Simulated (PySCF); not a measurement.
# Building multiplets from coupling constants

Mapped SMILES: `[F:1][CH:2]([F:3])[C:4]([F:5])([F:6])[F:7]`. Each H is labelled by its parent atom.

- structure optimised with PBE0-D3(BJ)/def2-SVP
- J couplings at B3LYP/pcJ-1
- shieldings: GIAO PBE0/pcSseg-1
- run in PySCF 2.14.0 with density-fitted response routines
- equivalent nuclei averaged, single conformer, gas phase, relativity neglected

Chemical shifts δ = σref − σ; 19F (σ = 177.25 ppm) vs CFCl3; TMS for 1H (σ = 31.27 ppm), all at this level.

Spectrometer: 800 MHz for 1H. First-order analysis; couplings under 1 Hz (under 4 Hz in carbon signals) are ignored, and nearly equal couplings are merged; the smaller ones broaden or split the lines further.

Task: What pattern does F5/F6/F7 show (19F)?

Result: A triplet of doublets at δ -99.1: 8.9 Hz to F1/F3 (2 × 19F, 3 bonds away), 3.4 Hz to H(C2) (1 × 1H, 3 bonds away). Lines in Hz from the centre (relative intensity): +10.6 (1), +7.2 (1), +1.7 (2), -1.7 (2), -7.2 (1), -10.6 (1). The outer lines are 21.2 Hz apart, the sum of the couplings kept, or 0.028 ppm at this field.

Task: What pattern does H(C2) show (1H)?

Result: A triplet of quartets at δ 5.59: 59.3 Hz to F1/F3 (2 × 19F, 2 bonds away), 3.4 Hz to F5/F6/F7 (3 × 19F, 3 bonds away). Lines in Hz from the centre (relative intensity): +64.4 (1), +61.0 (3), +57.6 (3), +54.2 (1), +5.1 (2), +1.7 (6), -1.7 (6), -5.1 (2), -54.2 (1), -57.6 (3), -61.0 (3), -64.4 (1). The outer lines are 128.8 Hz apart, the sum of the couplings kept, or 0.161 ppm at this field.

Task: What pattern does F1/F3 show (19F)?

Result: A doublet of quartets at δ -154.2: 59.3 Hz to H(C2) (1 × 1H, 2 bonds away), 8.9 Hz to F5/F6/F7 (3 × 19F, 3 bonds away). Lines in Hz from the centre (relative intensity): +43.0 (1), +34.1 (3), +25.2 (3), +16.3 (1), -16.3 (1), -25.2 (3), -34.1 (3), -43.0 (1). The outer lines are 86.0 Hz apart, the sum of the couplings kept, or 0.114 ppm at this field.
